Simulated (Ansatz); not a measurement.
Ansatz (a quantum-chemistry and plane-wave program) input (CCSD(T)/def2-TZVPPD):
A basis named .json is the Basis Set Exchange file of that set.

Ansatz 0.2 input:
```yaml
crystal:
  periodic: [false, false, false]
  atoms:
    - {symbol: In, position_ang: [0.10624869, 0.36267577, 0.24826904]}
    - {symbol: Cl, position_ang: [2.13723581, -0.64564776, -0.76271963]}
    - {symbol: Cl, position_ang: [-0.99894795, -1.37131628, 1.63950414]}
    - {symbol: Cl, position_ang: [-1.44453407, 0.97160447, -1.59238352]}
basis:
  gaussian:
    orbitals: def2-TZVPPD.json
total_charge: -1
magnetization: {spin_polarized: true, initial_magnetization: 1}
correlation: {method: ccsd_t, electrons: outside_noble_gas}
```

End of the output:

```
reference -42667.31302564 eV, -1567.9948327487 hartree; 13, 12 occupied and 172, 173 virtual orbitals, 1393 factors
second order -17.23695826 eV of doubles, -0.00000000 eV of singles
coupled cluster: 3.88 GiB planned
cycle   1  -18.14704850 eV  change   -9.1e-1 eV  update   7.7e-2
cycle   2  -18.49483911 eV  change   -3.5e-1 eV  update   2.3e-2
cycle   3  -18.55828008 eV  change   -6.3e-2 eV  update   1.2e-2
cycle   4  -18.54913055 eV  change    9.1e-3 eV  update   4.5e-3
cycle   5  -18.54796368 eV  change    1.2e-3 eV  update   1.9e-3
cycle   6  -18.54827443 eV  change   -3.1e-4 eV  update   7.3e-4
cycle   7  -18.54834159 eV  change   -6.7e-5 eV  update   2.8e-4
cycle   8  -18.54843382 eV  change   -9.2e-5 eV  update   1.1e-4
cycle   9  -18.54843732 eV  change   -3.5e-6 eV  update   4.1e-5
cycle  10  -18.54840879 eV  change    2.9e-5 eV  update   1.8e-5
perturbative correction -0.81705314 eV, -0.0300261489 hartree
Total energy: -42686.67848757 eV, -1568.7065003481 hartree
```
